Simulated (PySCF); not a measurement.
Zn(OH)2 (H₂O₂Zn), SMILES [OH][Zn][OH]. Atoms are numbered in the order given.

```xyz
5

Zn     0.0000     0.0000     0.0144
O      0.0000     1.7670    -0.1179
H      0.0000     2.2305     0.7272
O      0.0000    -1.7670    -0.1179
H      0.0000    -2.2305     0.7272
```
Charge 0, spin multiplicity 1.

Geometry: TPSSh-D3(BJ)/def2-TZVP. A frequency run showed that this geometry is not a minimum. The isomer is the one that the SMILES or the coordinates give; other isomers of the formula were not compared. The values are those of a single conformer.

All values below come from PySCF 2.14.0 with TPSSh-D3(BJ)/def2-TZVP.

Frequencies are harmonic and unscaled.

Computed vibrational spectrum:
| mode | ν (cm⁻¹) | IR (km/mol) | Raman (Å⁴/amu) | depolarisation | moving atoms (share of kinetic energy) |
|---|---|---|---|---|---|
| 1 | 153i | 0.0 | 0.0 | – | H 91 %, O 9 % |
| 2 | 167 | 12.3 | 0.2 | 0.09 | O 56 %, Zn 33 %, H 12 % |
| 3 | 180 | 0.0 | 0.0 | – | O 45 %, Zn 31 %, H 24 % |
| 4 | 601 | 0.8 | 20.4 | 0.16 | O 98 % |
| 5 | 729 | 223.8 | 0.1 | 0.75 | O 55 %, H 26 %, Zn 18 % |
| 6 | 776 | 4.1 | 0.9 | 0.75 | H 67 %, O 17 %, Zn 16 % |
| 7 | 809 | 42.7 | 2.5 | 0.15 | H 90 %, O 8 % |
| 8 | 3824 | 69.1 | 54.9 | 0.75 | H 94 % |
| 9 | 3825 | 20.5 | 155.9 | 0.08 | H 94 % |
